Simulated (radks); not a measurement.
The nuclear charge of the tungsten ion W2+ is varied continuously with 72 electrons held in [Xe] 4f14 5d4. Method: non-relativistic Kohn-Sham, PBE, spin-polarised, spherical densities, point nucleus; open shells are filled with parallel spins first (spin-orbit coupling, left out, can overturn this in heavy ions); relativity is left out, which matters for an element this heavy; computed with a radial shooting solver on a logarithmic mesh with Libxc functionals. By the Hellmann-Feynman theorem dE/dZ = E(electron-nucleus)/Z, the electronic potential at the nucleus.

Z     E (hartree)  E(electron-nucleus)/Z (hartree)  HOMO  e(HOMO) (eV)  <r> HOMO (bohr)
73    -14803.3241                         -482.780    5d       -10.216            2.114
73.1  -14851.6460                         -483.657    5d       -11.233            2.078
73.2  -14900.0556                         -484.533    5d       -12.279            2.043
73.3  -14948.5527                         -485.409    5d       -13.354            2.011
73.4  -14997.1373                         -486.284    5d       -14.456            1.980
73.5  -15045.8094                         -487.158    5d       -15.583            1.951
73.6  -15094.5689                         -488.031    5d       -16.737            1.924
73.7  -15143.4157                         -488.904    5d       -17.914            1.898
73.8  -15192.3497                         -489.777    5d       -19.116            1.873
73.9  -15241.3710                         -490.649    5d       -20.340            1.849
74    -15290.4794                         -491.520    5d       -21.587            1.827
74.1  -15339.6750                         -492.391    5d       -22.857            1.805
74.2  -15388.9576                         -493.261    5d       -24.147            1.784
74.3  -15438.3273                         -494.131    5d       -25.459            1.764
74.4  -15487.7839                         -495.001    5d       -26.792            1.745
74.5  -15537.3274                         -495.870    5d       -28.145            1.727
74.6  -15586.9579                         -496.739    5d       -29.517            1.709
74.7  -15636.6752                         -497.608    5d       -30.910            1.692
74.8  -15686.4794                         -498.476    5d       -32.321            1.676
74.9  -15736.3704                         -499.343    5d       -33.751            1.660
75    -15786.3481                         -500.211    5d       -35.200            1.644

The central difference of E at Z = 74 is -491.520 hartree, to compare with the third column; the second derivative is -8.71 hartree.
